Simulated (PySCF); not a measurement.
## Frontier levels across methods

Compound: C2H7FSSi.
Geometry (PBE0-D3(BJ)/def2-SVP, Å), atoms numbered from 1 in this order:
```
atom  x, y, z in Å
C1     2.210    0.935    0.214
S2     0.568    1.633    0.589
Si3   -0.672   -0.037    0.075
C4    -2.455    0.521    0.417
F5    -3.322   -0.512    0.122
H6     2.297    0.661   -0.847
H7     2.943    1.721    0.436
H8     2.428    0.061    0.845
H9    -0.516   -0.406   -1.365
H10   -0.344   -1.237    0.903
H11   -2.713    1.402   -0.196
H12   -2.576    0.809    1.477
```

Basis pcSseg-2 throughout (PySCF), one geometry. The structure is a single PBE0-D3(BJ)/def2-SVP conformer in the gas phase; no vibrational or solvent corrections.

How do the orbital energies, the gap and the dipole change with the method?

| method | kind | HOMO (eV) | LUMO (eV) | gap (eV) | μ (D) | SCF cycles |
| --- | --- | --- | --- | --- | --- | --- |
| BLYP | GGA | -5.74 | -0.97 | 4.77 | 1.81 | 14 |
| B97-D | GGA | -5.86 | -0.93 | 4.93 | 1.80 | 15 |
| PBE | GGA | -5.88 | -1.07 | 4.81 | 1.78 | 14 |
| OPBE | GGA | -5.88 | -0.92 | 4.97 | 1.72 | 15 |
| KT2 | GGA | -5.96 | -1.17 | 4.78 | 1.82 | 15 |
| LDA | LDA | -5.97 | -1.28 | 4.69 | 1.85 | 13 |
| BP86 | GGA | -5.97 | -1.08 | 4.90 | 1.79 | 14 |
| KT3 | GGA | -5.98 | -1.14 | 4.84 | 1.79 | 15 |
| B97-2 | global hybrid | -6.86 | -0.23 | 6.63 | 1.88 | 12 |
| B3LYP | global hybrid | -6.87 | -0.48 | 6.39 | 1.90 | 12 |
| PBE0 | global hybrid | -7.09 | -0.24 | 6.85 | 1.89 | 12 |
| mPW1PW91 | global hybrid | -7.12 | -0.24 | 6.88 | 1.89 | 12 |
| BHandHLYP | global hybrid | -8.18 | 0.52 | 8.71 | 2.01 | 12 |
| CAM-B3LYP | range-separated hybrid | -8.42 | 0.66 | 9.08 | 1.94 | 12 |
| wB97X-D | range-separated hybrid | -8.94 | 1.50 | 10.44 | 1.89 | 13 |
| LC-wPBE | range-separated hybrid | -9.80 | 1.82 | 11.62 | 1.91 | 14 |
| HF | Hartree–Fock | -9.90 | 2.40 | 12.30 | 2.10 | 10 |

The HOMO spans 4.16 eV, from BLYP down to HF, and the gap runs from 4.69 eV (LDA) to 12.30 eV (HF). Over the methods BLYP (0 %), B97-D (0 %), PBE (0 %), OPBE (0 %), KT2 (0 %), LDA (0 %), BP86 (0 %), KT3 (0 %), B97-2 (21 %), B3LYP (20 %), PBE0 (25 %), mPW1PW91 (25 %), BHandHLYP (50 %), HF (100 %), a straight line through the gap against the share of exact exchange rises by 0.75 eV for each 10 % (correlation coefficient 0.999). The dipole ranges from 1.72 D (OPBE) to 2.10 D (HF). This basis has no diffuse functions.
